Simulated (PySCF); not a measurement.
Excitation energy of C+ by level of theory

C+ [He] 2s2 2p1 (2P) → C+ [He] 2s1 2p2 (4P), as a difference of total energies. Computed with PySCF 2.14 in dyall-acv3z (15s9p4d2f, 76 functions), with the spin-free X2C one-electron Hamiltonian (Gaussian nucleus). Correlated levels: valence and next inner shell: nothing frozen; virtual orbitals above 40 to 60 times the deepest correlated orbital energy dropped. The calculations carry no spin-orbit coupling.

```csv
method,excitation energy (eV),error (eV)
UHF,3.650,-1.681
MP2 (valence and next inner shell),4.775,-0.556
SCS-MP2 (valence and next inner shell),5.204,-0.127
CCSD (valence and next inner shell),5.275,-0.056
CCSD(T) (valence and next inner shell),5.314,-0.017
```

Reference: 5.331 eV (measured; NIST levels, between the centres of gravity of the two terms).

Errors of the correlated levels include the incompleteness of this basis.
